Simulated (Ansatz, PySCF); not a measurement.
Complex: SiH4 (SMILES [SiH4]) (first 5 atoms) with CH3Br (SMILES CBr); geometry from B3LYP-D3(BJ)/def2-TZVP.
(charge 0, multiplicity 1):
```xyz
10

Si    -0.04432    -0.30236     0.09890
H      0.63095    -1.58137     0.40110
H     -1.41017    -0.30165     0.66880
H     -0.13677    -0.12743    -1.37007
H      0.72521     0.82594     0.66897
C     -0.87323     1.25997     3.61940
Br     0.03570    -0.45196     3.89080
H     -0.19723     1.90460     3.06911
H     -1.10172     1.66869     4.59726
H     -1.77574     1.06369     3.05167
```

Monomers are frozen at their geometry in the pair; levels with a basis set take the counterpoise correction. Rows marked so take none.

Cores are frozen in the correlated methods. Filled d and f shells under p-block atoms count as core. Rows in 3-21G, LANL2DZ carry no dispersion term and start afresh at each structure; the Pople sets are all-electron and without relativity. LANL2DZ brings its own core potentials from Na on.

Codes used: Ansatz (a quantum-chemistry and plane-wave program) with Gaussian orbitals; PySCF for 3-21G rows, LANL2DZ rows, the dispersion terms. Each number belongs to the level named beside it.

Q: One of these levels gives -1.37 kcal/mol for the interaction energy. Name it.
(A) HF/3-21G (no counterpoise)
(B) B3LYP/LANL2DZ (no counterpoise)
(C) revPBE-D3(BJ)/def2-TZVPPD
(D) B2PLYP-D4/def2-TZVPPD

A: D, B2PLYP-D4/def2-TZVPPD. The others give -0.76 (HF/3-21G (no counterpoise)), -1.88 (revPBE-D3(BJ)/def2-TZVPPD), 0.48 (B3LYP/LANL2DZ (no counterpoise))
